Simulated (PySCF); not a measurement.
## CdC: from constants to spectrum

ROHF-MP2 constants of CdC, ³Σ⁻ (triplet), unpaired electrons π ↑↑ (basis Cd def2-SVPD with ECP28, C def2-SVPD; scalar-relativistic core potentials; PySCF 2.14; masses 113.9034 and 12.0000 u):

| Quantity | Value |
| --- | --- |
| ωe | 373.6 cm⁻¹ |
| ωexe | 6.78 cm⁻¹ |
| Be | 0.33006 cm⁻¹ |
| αe | 0.00591 cm⁻¹ |
| D (centrifugal) | 1.03e-06 cm⁻¹ |
| De to Cd + C | 0.69 eV |

Give the vibrational terms G(v) and spacings up to v = 3.

G(v) = ωe(v+½) − ωexe(v+½)².

```json
{"v": "0", "G(v) (cm⁻¹)": "185", "G(v) − G(v−1)": "", "Bv (cm⁻¹)": "0.3271"}
{"v": "1", "G(v) (cm⁻¹)": "545", "G(v) − G(v−1)": "360", "Bv (cm⁻¹)": "0.3212"}
{"v": "2", "G(v) (cm⁻¹)": "892", "G(v) − G(v−1)": "346", "Bv (cm⁻¹)": "0.3153"}
{"v": "3", "G(v) (cm⁻¹)": "1225", "G(v) − G(v−1)": "333", "Bv (cm⁻¹)": "0.3094"}
```

How well does the Morse estimate ωe²/(4ωexe) reproduce De, and what is D0?

It gives 0.64 eV, 92 % of the computed De. D0 = De − G(0) = 0.69 − 0.02 = 0.67 eV.

Correlated steps freeze 1 core orbital. Correlated levels converge slowly with the basis: in double zeta they bind strong bonds too weakly, by up to about 1 eV, and carry superposition errors of some tenths. Spin–orbit coupling is left out. The state is the lowest determinant that a PBE0 search found; another state may lie lower at other levels.
